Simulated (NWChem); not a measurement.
BeGeH3I; SMILES [GeH3][Be][I]

```xyz
6

Be    -0.3146    -0.1153     0.3049
I      1.1957     0.4460    -1.1631
Ge    -1.8358    -0.6847     1.7830
H     -1.9542    -2.2164     1.9347
H     -1.5232    -0.1246     3.1871
H     -3.2401    -0.1685     1.4030
```
Atoms are numbered in this order, from 1.

Level: PBE0/def2-SVP with def2 effective core potentials on I (NWChem), optimised geometry, unscaled harmonic frequencies. def2 effective core potentials on I; no spin-orbit coupling.

Q: List the harmonic frequencies with IR intensities, and the thermochemistry.

A: 
```csv
frequency (cm⁻¹),IR intensity (km/mol)
148,10.7
148,10.7
172,3.2
443,1.7
444,1.7
800,138.4
836,210.6
890,29.0
893,29.1
2133,72.7
2136,108.7
2136,106.7
```

- zero-point energy = 16.0 kcal/mol
- thermal correction to the enthalpy at 298.15 K (with zero-point energy) = 20.0 kcal/mol
- heat capacity Cv = 16.7 cal/(mol K)
- entropy at 298.15 K and 1 atm (symmetry number 3) = 76.9 cal/(mol K)

Rigid rotor and harmonic oscillator.
